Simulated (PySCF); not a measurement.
C₄H₁₀O₂S.
Atom-mapped SMILES: `[CH3:1][CH2:2][S@@:3](=[O:4])[CH2:5][O:6][CH3:7]` (hydrogens: H8, H9, H10 on C1; H11, H12 on C2; H13, H14 on C5; H15, H16, H17 on C7)

Computed, not measured: PySCF 2.14.0, PBE0-D3(BJ)/def2-SVP geometry optimisation, gas phase.

(1) Give the optimised bond lengths and angles.

Answers

(1) 
| bond | length (Å) |
| --- | --- |
| C1–C2 | 1.512 |
| C2–S3 | 1.840 |
| S3=O4 | 1.511 |
| S3–C5 | 1.851 |
| C5–O6 | 1.372 |
| O6–C7 | 1.413 |
| C1–H8, C1–H9, C1–H10 | 1.099 |
| C2–H11 | 1.101 |
| C2–H12 | 1.102 |
| C5–H13 | 1.108 |
| C5–H14 | 1.103 |
| C7–H15, C7–H16, C7–H17 | 1.101 |

Bonds in one row agree within 0.01 Å and their mean is given. A selection of angles:
| angle | degrees |
| --- | --- |
| C2–C1–H8 | 110.4 |
| C2–C1–H10 | 111.3 |
| H8–C1–H9 | 108.6 |
| C1–C2–S3 | 112.7 |
| C1–C2–H11 | 111.3 |
| C1–C2–H12 | 114.3 |
| S3–C2–H11 | 103.0 |
| S3–C2–H12 | 107.2 |
| H11–C2–H12 | 107.6 |
| C2–S3–O4 | 106.8 |
| C2–S3–C5 | 99.1 |
| O4–S3–C5 | 107.5 |
| S3–C5–O6 | 117.0 |
| S3–C5–H13 | 102.8 |
| S3–C5–H14 | 105.2 |
| O6–C5–H13 | 112.8 |
| O6–C5–H14 | 109.5 |
| H13–C5–H14 | 109.0 |
| C5–O6–C7 | 114.8 |
| O6–C7–H15 | 111.5 |
| O6–C7–H17 | 106.9 |
| H15–C7–H16 | 108.9 |

Dihedral angles: C1–C2–S3–O4 -32° (synclinal); C2–S3–C5–O6 -53° (synclinal); S3–C5–O6–C7 -79° (synclinal).

S3 (sulfinyl sulfur) is pyramidal (angles 107.5°, 106.8° and 99.1°, sum 313.4°, 0.70 Å off the plane of its three neighbours). The 2 C–O bonds span 1.372 Å (C5–O6, drawn single) to 1.413 Å (O6–C7, drawn single), a spread of 0.041 Å. Of the pairs four or more bonds apart, O4···H15 is among the closest relative to their van der Waals radii: 2.40 Å, 88 % of the sum of Bondi's values.

Point group: C1 (no symmetry element, even within 0.4 Å). No frequency check. One conformer, not necessarily the lowest.

The run took 2.0 min of wall time on one thread, Intel Xeon Platinum 8488C (x86_64), on a shared host, and the process peaked at 0.64 GiB of memory. That covers the optimisation of the geometry.
